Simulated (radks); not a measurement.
Q: The table gives one normalised radial function P(r) = r R(r) (large component) of Ru4+ in [Kr] 4d4 (r in bohr). All-electron calculation, Dirac Kohn-Sham, PBE, spin-unpolarised, spherical densities, finite nucleus; open shells fill j = l - 1/2 first; Fermi nuclear charge, rms radius 4.4809 fm. Program: a radial shooting solver on a logarithmic mesh with Libxc functionals.

r,P
0.001308,0.0218
0.001999,0.0315
0.00303,0.0444
0.004593,0.0611
0.007019,0.0810
0.01064,0.0995
0.01613,0.1080
0.02445,0.0906
0.03736,0.0276
0.05664,-0.0788
0.08585,-0.1715
0.1312,-0.1258
0.1989,0.1062
0.3015,0.2711
0.457,0.0162
0.6983,-0.3979
1.059,-0.1875
1.605,0.5284
2.452,0.7464
3.717,0.3197
5.634,0.0376

Which n and l does it have? It may be an empty orbital.

A: n = 5, l = 0: the number of nodes gives n - l - 1 = 4, the rise at small r points to l (this Dirac orbital starts outside the nucleus as r^gamma with gamma = sqrt((l + 1)^2 - (Z/c)^2) = 0.95; the j = 1/2 orbital of l + 1 starts with the same power, but with a smaller coefficient, and then steepens), and the extent must fit the shell. The curve is that of 5s1/2. 5s1/2 (empty): eigenvalue -39.305 eV, 4 radial nodes at r = 0.0422, 0.169, 0.464, 1.19 bohr, <r> = 2.37 bohr, 90 % of the charge inside 3.36 bohr.
